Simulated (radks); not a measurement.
Values are calculated unless marked as measured or tabulated.
The ruthenium ion Ru4+ is in [Kr] 4d4. Code: a radial shooting solver on a logarithmic mesh with Libxc functionals. Model: scalar-relativistic Kohn-Sham, BLYP, spin-polarised, spherical densities, finite nucleus; Fermi nuclear charge, rms radius of each element as measured or else 0.836 A^(1/3) + 0.57 fm. Open shells are filled with parallel spins first. One electron is removed from 4d, 3d, 4s, 4p in turn, with full relaxation. Which removal costs least, and what does each cost?

Answer. 4d 60.709 eV; 4p 102.69 eV; 4s 133.95 eV; 3d 344.89 eV. The 4d electron leaves first.
